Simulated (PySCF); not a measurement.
SMILES o1cccc1CO, GFN2-xTB optimised geometry.

```
13

O     -2.00    -1.89     1.32
C     -1.47    -1.66     0.03
C     -0.47    -0.55     0.00
C      0.89    -0.55     0.00
C      1.29     0.81     0.00
C      0.14     1.54     0.01
O     -0.93     0.73     0.01
H     -2.38    -1.07     1.65
H     -2.29    -1.43    -0.67
H     -0.99    -2.59    -0.27
H      1.53    -1.41     0.00
H      2.29     1.19     0.00
H     -0.05     2.59     0.01
```

Density from PBE0/def2-TZVP (PySCF) at that geometry.

Minimum of the electron density along straight lines between bonded atoms, close to the bond critical point (lines longer than 1.1 times the sum of covalent radii, or with two minima, are not listed):

| bond | length / Å | ρ at the minimum / e bohr⁻³ | ∇²ρ there / e bohr⁻⁵ | position (fraction from the first atom) |
|---|---|---|---|---|
| O1–C2 | 1.412 | 0.265 | ___ | 0.64 |
| C2–C3 | 1.495 | 0.268 | -0.73 | 0.48 |
| C3–C4 | 1.363 | 0.335 | -0.99 | 0.52 |
| C4–C5 | 1.417 | 0.298 | -0.82 | 0.50 |
| C5–C6 | 1.359 | 0.338 | -1.00 | 0.48 |
| C3–O7 | 1.354 | 0.289 | ___ | 0.33 |
| C6–O7 | 1.343 | 0.295 | ___ | 0.33 |
| O1–H8 | 0.964 | 0.361 | -2.44 | 0.80 |
| C2–H9 | 1.100 | 0.281 | -0.98 | 0.65 |
| C2–H10 | 1.091 | 0.287 | -1.03 | 0.65 |
| C4–H11 | 1.070 | 0.291 | -1.06 | 0.65 |
| C5–H12 | 1.070 | 0.291 | -1.06 | 0.65 |
| C6–H13 | 1.072 | 0.296 | -1.10 | 0.65 |

**Question.** Fill in the missing entries.

**Answer.** 
- O1–C2, ∇²ρ there / e bohr⁻⁵: -0.61
- C3–O7, ∇²ρ there / e bohr⁻⁵: -0.23
- C6–O7, ∇²ρ there / e bohr⁻⁵: -0.18
